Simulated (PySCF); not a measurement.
Compound: H₇NP₂Si.
SMILES: `N[SiH](P)P`

Jobs on this species (11 atoms, 58 electrons) with PySCF (density fitting). Hardware of each: Arm Neoverse N1, one thread, no GPU, shared host. Times come from a shared host and carry two figures at best. Peak memory is the resident size of the whole Python process, interpreter and libraries included.

```tsv
level and settings	work	basis functions	SCF cycles	wall time	peak memory
delta-SCF UKS SCAN, pcX-1 on the ionised atom, pcseg-1 elsewhere, spin-free X2C	ΔSCF core ionisation, 5 holes	125	?	?	?
delta-SCF UKS SCAN, pcX-2 on the ionised atom, pcseg-1 elsewhere, non-relativistic	ΔSCF core ionisation, 5 holes	145	?	?	?
delta-SCF UKS PBE0, pcX-2 on the ionised atom, pcseg-1 elsewhere, spin-free X2C	ΔSCF core ionisation, 5 holes	145	?	?	?
delta-SCF UKS SCAN, def2-TZVP on the ionised atom, pcseg-1 elsewhere, spin-free X2C	ΔSCF core ionisation, 5 holes	122	69	39 s	0.54 GiB
delta-SCF UKS PBE, pcX-2 on the ionised atom, pcseg-1 elsewhere, spin-free X2C	ΔSCF core ionisation, 5 holes	145	71	29 s	0.54 GiB
PBE0-D3(BJ)/def2-SVP, grid level 1	geometry optimisation from a GFN2-xTB start shaken at random	103	55	59 s	0.43 GiB
delta-SCF UKS B3LYP, pcX-2 on the ionised atom, pcseg-1 elsewhere, spin-free X2C	ΔSCF core ionisation, 5 holes	145	64	55 s	0.54 GiB
delta-SCF UKS SCAN, pcX-2 on the ionised atom, pcseg-1 elsewhere, spin-free X2C	ΔSCF core ionisation, 5 holes	145	71	43 s	0.52 GiB
delta-SCF UKS HF, pcX-2 on the ionised atom, pcseg-1 elsewhere, spin-free X2C	ΔSCF core ionisation, 5 holes	145	62	32 s	0.54 GiB
```

Fill in the missing figures.

- delta-SCF UKS SCAN, pcX-1 on the ionised atom, pcseg-1 elsewhere, spin-free X2C; ΔSCF core ionisation, 5 holes: 35 s, 0.54 GiB, 70 SCF cycles
- delta-SCF UKS SCAN, pcX-2 on the ionised atom, pcseg-1 elsewhere, non-relativistic; ΔSCF core ionisation, 5 holes: 42 s, 0.54 GiB, 71 SCF cycles
- delta-SCF UKS PBE0, pcX-2 on the ionised atom, pcseg-1 elsewhere, spin-free X2C; ΔSCF core ionisation, 5 holes: 54 s, 0.54 GiB, 63 SCF cycles

What do all jobs in the table cost together?

About 6.5 min; the longest takes about 15 % of that, and about 2 times as long as the shortest.
